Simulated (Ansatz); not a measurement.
Consider the formal exchange of groups at a Te–B bond: `CSB[TeH]` + BH₃ → `B[TeH]` + `BSC`.

Calculated with Ansatz (gas phase, PBE0-D4/def2-TZVP geometries, no zero-point term in ΔE). CCSD(T)/CBS adds triple-zeta CCSD(T) − MP2 to the extrapolated MP2 energy (def2 sets, frozen cores). This one scheme is used for every species. DFT in def2-TZVPP. def2 core potentials past Kr. For Te outer-core shells are correlated without core-valence functions, which leaves a few kJ/mol of doubt a bond. Each species was taken in one conformer, which may not be the lowest.

`CSB[TeH]`:

```xyz
9

C     0.384    1.672   -0.082
S     0.391    0.084    0.792
B    -0.410   -1.013   -0.331
Te   -0.721   -3.073    0.120
H     0.938    1.594   -1.016
H    -0.637    1.993   -0.277
H     0.873    2.399    0.567
H    -0.811   -0.642   -1.391
H    -0.008   -3.014    1.618
```

BH₃:

Cartesian coordinates in Å:
```
B 0.000 0.000 0.000
H -1.087 0.287 0.401
H 0.346 -1.142 -0.019
H 0.741 0.855 -0.381
```

`B[TeH]`:

```xyz
5

B    -0.051   -0.310   -0.652
Te   -0.555    1.126    0.793
H     0.755   -1.151   -0.414
H    -0.615   -0.224   -1.698
H     0.467    0.560    1.971
```

`BSC`:

```xyz
8

B     0.048    1.538    0.382
S     1.000    0.298   -0.402
C     0.004   -1.210   -0.321
H    -1.030    1.297    0.836
H     0.543    2.622    0.429
H     0.558   -1.973    0.226
H    -0.184   -1.566   -1.333
H    -0.939   -1.006    0.182
```

```
        level  ΔE (kJ/mol)
  LDA (SPW92)        -42.8
    r2SCAN-D4        -31.6
HF/def2-QZVPP        -23.0
 HF/CBS(def2)        -23.0
```

(1) What does CCSD(T)/CBS give? (Estimate.)

Largest T1 diagnostic among the species: 0.015.

## Answers

(1) The calculation gave: -26.4 kJ/mol. The listed levels differ from it by -16.4, -5.2, 3.4, 3.4 kJ/mol.

The D4 term adds +6.2 kJ/mol with B3LYP and +3.5 kJ/mol with PBE0; it sums over pairs of atoms, weighted by their polarisabilities, and B3LYP, whose exchange is more repulsive, gets the larger term. From BLYP to BHLYP (50 % exact exchange), in def2-TZVPP and without D4, ΔE moves by +7.6 kJ/mol. At CCSD(T), def2-SVP lies −4.9 kJ/mol from the extrapolated value and def2-TZVPP −2.5 kJ/mol.

B3LYP here is the variant with VWN-RPA as its local correlation; programs differ in this.
